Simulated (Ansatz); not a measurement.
Cd9S8Cl2. Total charge 0; singlet. Geometry PBE-D4/def2-SVP; atoms count from 1.

```xyz
19

S     3.9065    1.8347   -1.9343
S     0.7017   -1.1154   -3.0004
S    -0.1915   -0.6954    4.0812
S    -2.0534   -2.7273    0.2958
S     0.9227    0.5766    0.5773
S    -0.5975    2.6361   -2.9035
S    -3.0752    1.6720    1.2160
S    -3.7383    0.4303   -2.3454
Cd    3.6440    1.0104    0.2423
Cd    1.8879   -0.7642    2.5982
Cd    0.1663   -1.6888   -0.6658
Cd    1.5153    1.3775   -2.2761
Cd   -1.4315    0.1290   -3.2340
Cd   -0.9792   -2.3231    2.4217
Cd   -0.9958    0.9405    2.2551
Cd   -3.2539   -0.5803   -0.1504
Cd   -2.1807    2.2786   -1.0691
Cl    4.2545    0.0813    2.5011
Cl    1.4983   -3.0725    1.3904
```

In the def2 sets Cd takes a core potential; there is no spin–orbit coupling. Single mean-field runs in def2-TZVP are fitted with def2-universal-jkfit.

Estimate the Mulliken populations from the PBE0/def2-TZVP orbitals of Ansatz.


| atom | charge (e) | d electrons |
| --- | --- | --- |
| S1 | -0.61 | – |
| S2 | -0.65 | – |
| S3 | -0.61 | – |
| S4 | -0.63 | – |
| S5 | -0.90 | – |
| S6 | -0.66 | – |
| S7 | -0.64 | – |
| S8 | -0.64 | – |
| Cd9 | 0.65 | 10.01 |
| Cd10 | 0.81 | 10.05 |
| Cd11 | 0.69 | 10.03 |
| Cd12 | 0.73 | 10.02 |
| Cd13 | 0.65 | 10.02 |
| Cd14 | 0.70 | 10.01 |
| Cd15 | 0.69 | 10.01 |
| Cd16 | 0.66 | 10.02 |
| Cd17 | 0.63 | 10.02 |
| Cl18 | -0.41 | – |
| Cl19 | -0.47 | – |
Mulliken values and Mayer orders depend strongly on the basis.

And the Mayer bond orders between bonded heavy atoms (over 0.3)?

S1–Cd9 1.14 (2.34 Å); S1–Cd12 0.80 (2.46 Å); S2–Cd11 0.79 (2.46 Å); S2–Cd12 0.41 (2.72 Å); S2–Cd13 0.72 (2.48 Å); S3–Cd10 0.60 (2.56 Å); S3–Cd14 0.77 (2.45 Å); S3–Cd15 0.62 (2.58 Å); S4–Cd11 0.49 (2.63 Å); S4–Cd14 0.80 (2.42 Å); S4–Cd16 0.65 (2.50 Å); S5–Cd10 0.42 (2.61 Å); S5–Cd11 0.37 (2.69 Å); S5–Cd15 0.45 (2.57 Å); S6–Cd12 0.59 (2.54 Å); S6–Cd13 0.48 (2.66 Å); S6–Cd17 0.82 (2.45 Å); S7–Cd15 0.79 (2.44 Å); S7–Cd16 0.50 (2.64 Å); S7–Cd17 0.64 (2.53 Å); S8–Cd13 0.71 (2.49 Å); S8–Cd16 0.76 (2.46 Å); S8–Cd17 0.43 (2.73 Å); Cd9–Cl18 0.48 (2.52 Å); Cd10–Cl18 0.49 (2.51 Å); Cd10–Cl19 0.36 (2.63 Å).
